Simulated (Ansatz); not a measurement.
Isolated molecules relaxed with PBE0-D4/def2-TZVP in Ansatz; ΔE leaves out vibrations. CCSD(T)/CBS adds triple-zeta CCSD(T) − MP2 to the extrapolated MP2 energy (def2 sets, frozen cores). This one scheme is used for every species. Functionals use def2-TZVPP. B3LYP here is the variant with VWN-RPA as its local correlation; programs differ in this. For Ga outer-core shells are correlated without core-valence functions, which leaves a few kJ/mol of doubt a bond. Scalar relativity is left out up to krypton. Each species was taken in one conformer, which may not be the lowest.

`[BH2][GaH][O]CC` + H₂ → `CC[O][GaH2]` + BH₃  (hydrogenolysis of a Ga–B bond)

Task: Is it downhill or uphill in electronic energy at CCSD(T)/CBS, and by how much? (An estimate is asked.)

Result: Computed: Downhill: ΔE = -18.7 kJ/mol.

Task: What do these levels give: PBE-D4, B3LYP-D4, r2SCAN, PBE0, SCS-MP2/def2-QZVPP, HF/CBS(def2)? (Estimate.)

Result: Computed: PBE-D4 -12.8, B3LYP-D4 -23.2, r2SCAN -19.4, PBE0 -21.5, SCS-MP2/def2-QZVPP -26.1, HF/CBS(def2) -48.9 kJ/mol.

Largest T1 diagnostic among the species: 0.014.

The D4 term adds +3.4 kJ/mol with B3LYP and +2.0 kJ/mol with PBE0; it sums over pairs of atoms, weighted by their polarisabilities, and B3LYP, whose exchange is more repulsive, gets the larger term. From PBE to PBE0 (25 % exact exchange), in def2-TZVPP and without D4, ΔE moves by −6.5 kJ/mol.
